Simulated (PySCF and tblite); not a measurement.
Results of a calculation; reference values are marked as such.
C7H7BrO, numbered as in [CH3:1][O:2]/[CH:3]=[CH:4]\[C:5]#[C:6]/[CH:7]=[CH:8]/[Br:9].

Geometries GFN2-xTB; weights from PBE0-D3(BJ)/pcSseg-1 energies and GFN2-xTB thermal corrections, with symmetry numbers and mirror pairs. Conformers within 2.5 kcal/mol (GFN2-xTB free energy) were kept, 2 at most. Couplings: B3LYP/6-31G* with pcJ-1 on H (gas phase; spin-dipole term only for pairs with B, N, F, Si or P). Couplings are for ¹H. H–H couplings come out 0.1 to 0.9 Hz lower than with pcJ-1 on all atoms. (PySCF 2.14, tblite 0.8.)

Torsions listed: C1–O2–C3–C4.

| conformer | shape | weight % |
| --- | --- | --- |
| 1 | 179° | 63.2 |
| 2 | 0° | 36.8 |

**Question.** Give the couplings in each conformer and the averages at 298.15 K (pairs that fast motion interchanges averaged).

**Answer.** 
```tsv
coupling	pairs	1	2	average (Hz)
²J(H1,H1)	3	-11.6	-11.8	-11.7
³J(H3,H4)	1	7.8	9.4	8.4
³J(H7,H8)	1	14.0	14.1	14.0
```

Only couplings over up to 3 bonds are listed; longer-range ones, if any, are left out.

Spin–orbit effects of the heavy atoms on shieldings are missing.
